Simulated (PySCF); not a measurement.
**Selenium: a sound run and one with changed settings**

Sound run: Se+ [Ar] 3d10 4s2 4p3, Se(2+) [Ar] 3d10 4s2 4p2. All numbers are calculated (PySCF 2.14, scalar relativity through the core potential, in cc-pVTZ-PP with ECP10MDF). In the sound run the correlated levels freeze 3s2 3p6 3d10 outside the core potential. The sound run starts from symmetry-adapted Hartree-Fock orbitals and uses a fine grid where one is needed.

A second run was set up differently.

| species | method | sound run (hartree) | changed run (hartree) | converged |
| --- | --- | --- | --- | --- |
| Se+ | MP2 | -371.62358 | -371.71937 | yes |
| Se(2+) | MP2 | -370.83917 | -370.93182 | yes |

Ionisation energy of Se+:

| method | sound run (eV) | changed run (eV) |
| --- | --- | --- |
| UHF | 20.840 | 20.840 |
| MP2 | 21.345 | 21.430 |
| SCS-MP2 | 21.194 | 21.252 |

(1) What was changed?
A. level shift left on
B. minimal basis
C. basis contracted for another Hamiltonian
D. all electrons correlated in a valence basis

Answers

(1) D. A valence basis has no tight correlating functions, so it recovers only part of the core correlation, and not evenly between atom and ion.
